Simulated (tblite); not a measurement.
Species: C7H13P.
SMILES with atom numbers: `[CH3:1][CH2:2][C:3]1=[C:4]([CH3:5])[CH2:6][PH:7][CH2:8]1` (hydrogens: H9, H10, H11 on C1; H12, H13 on C2; H14, H15, H16 on C5; H17, H18 on C6; H19 on P7; H20, H21 on C8)

Structure used (GFN2-xTB), in Å, numbered top down from 1:
```xyz
21
C7H13P angstrom
C      2.3409   -0.4159    0.5303
C      1.5191   -0.1588   -0.7345
C      0.1512    0.3504   -0.3912
C     -0.9309   -0.3771   -0.1320
C     -1.0559   -1.8653   -0.1614
C     -2.1773    0.4051    0.1960
P     -1.6223    2.1324    0.6132
C     -0.0412    1.8435   -0.3254
H      3.3369   -0.7681    0.2715
H      2.4393    0.4972    1.1131
H      1.8552   -1.1663    1.1498
H      2.0311    0.5809   -1.3541
H      1.4460   -1.0840   -1.3093
H     -1.9309   -2.1532   -0.7441
H     -1.1902   -2.2514    0.8495
H     -0.1763   -2.3343   -0.5932
H     -2.7400   -0.0288    1.0258
H     -2.8487    0.4380   -0.6704
H     -1.0678    1.7571    1.8486
H     -0.1408    2.2565   -1.3368
H      0.7936    2.3589    0.1542
```

All values are computed: GFN2-xTB (tblite) harmonic vibrations without scaling, gas phase. This tight-binding method is rough: wavenumbers can miss measured ones by several per cent, in bad cases by 10 to 20. Modes of hydrogen on phosphorus can be 10 to 20 % off. One conformer, not necessarily the lowest.

Harmonic wavenumbers (cm⁻¹): 52.0, 94.7, 107.6, 142.1, 196.8, 220.5, 306.1, 344.0, 368.8, 426.2, 520.1, 550.0, 702.0, 722.5, 758.5, 759.6, 774.4, 817.0, 923.2, 930.8, 944.3, 1000.6, 1018.2, 1033.1, 1072.7, 1084.0, 1107.3, 1140.1, 1174.4, 1187.2, 1221.6, 1250.2, 1271.4, 1324.3, 1402.8, 1408.2, 1438.8, 1441.3, 1477.4, 1481.1, 1495.6, 1500.1, 1505.9, 1742.6, 2225.3, 2901.8, 2906.8, 2959.2, 2962.8, 2969.1, 2980.6, 2990.5, 3008.9, 3030.8, 3034.3, 3040.1, 3049.1.

A = 2393, B = 1324, C = 959.6 MHz; mass 128.075 u (most abundant isotopes); point group C1, symmetry number 1.

Problem. What is the zero-point energy?

Solution. ½Σν̃ = 39250 cm⁻¹ = 112.22 kcal/mol.

Problem. Entropy at 350 K, 1 bar (ideal gas, RRHO, classical rotation)?

Solution. Translation 41.28, rotation 29.53, vibration 32.15: S = 103.0 cal/(mol K).

Problem. And Cp and H(350 K) − H(0)?

Solution. Cp = 43.57 cal/(mol K), of which vibrations give 35.62 (their classical limit is 57 R = 113.3); H(350 K) − H(0) = 8.81 kcal/mol without the zero-point energy, 6.03 from vibrations.

Problem. How do the functions run with temperature in this model?

Solution. 
```json
{"T (K)": "50", "S (cal/(mol K))": "57.8", "Cp (cal/(mol K))": "12.6", "H − H(0) (kcal/mol)": "0.48", "G − H(0) (kcal/mol)": "-2.41", "ln q(vib)": "0.39"}
{"T (K)": "100", "S (cal/(mol K))": "68.3", "Cp (cal/(mol K))": "18.0", "H − H(0) (kcal/mol)": "1.26", "G − H(0) (kcal/mol)": "-5.58", "ln q(vib)": "1.45"}
{"T (K)": "298.15", "S (cal/(mol K))": "96.4", "Cp (cal/(mol K))": "37.8", "H − H(0) (kcal/mol)": "6.70", "G − H(0) (kcal/mol)": "-22.05", "ln q(vib)": "6.24"}
{"T (K)": "373.15", "S (cal/(mol K))": "105.8", "Cp (cal/(mol K))": "46.1", "H − H(0) (kcal/mol)": "9.85", "G − H(0) (kcal/mol)": "-29.64", "ln q(vib)": "8.09"}
{"T (K)": "500", "S (cal/(mol K))": "121.1", "Cp (cal/(mol K))": "58.7", "H − H(0) (kcal/mol)": "16.52", "G − H(0) (kcal/mol)": "-44.04", "ln q(vib)": "11.27"}
{"T (K)": "750", "S (cal/(mol K))": "148.6", "Cp (cal/(mol K))": "76.8", "H − H(0) (kcal/mol)": "33.62", "G − H(0) (kcal/mol)": "-77.84", "ln q(vib)": "17.55"}
{"T (K)": "1000", "S (cal/(mol K))": "172.5", "Cp (cal/(mol K))": "88.8", "H − H(0) (kcal/mol)": "54.43", "G − H(0) (kcal/mol)": "-118.05", "ln q(vib)": "23.58"}
```

q(vib) and H(0) count from the zero-point level.

Problem. Which modes carry the vibrational entropy at 350 K?

Solution. 52.0 cm⁻¹: 5.06; 94.7 cm⁻¹: 3.87; 107.6 cm⁻¹: 3.62; 142.1 cm⁻¹: 3.08; 196.8 cm⁻¹: 2.46; 220.5 cm⁻¹: 2.25 cal/(mol K); the other 51 give 11.80 together.

Problem. Blend soft modes into free rotors: weight 1/[1 + (100 cm⁻¹/ν̃)⁴] for the oscillator and the rest for a rotor with moment μB/(μ + B), μ = h/(8π²ν), B = 10⁻⁴⁴ kg m². What vibrational entropy results?

Solution. 30.03 cal/(mol K) in place of 32.15, which changes −T·S at 350 K by +0.74 kcal/mol.

Hindered rotation and anharmonicity are outside this model. Other conformers, if any are populated, would add a mixing term that is left out. The structure is chiral; the term R ln 2 for an equal mix with its mirror image is left out.
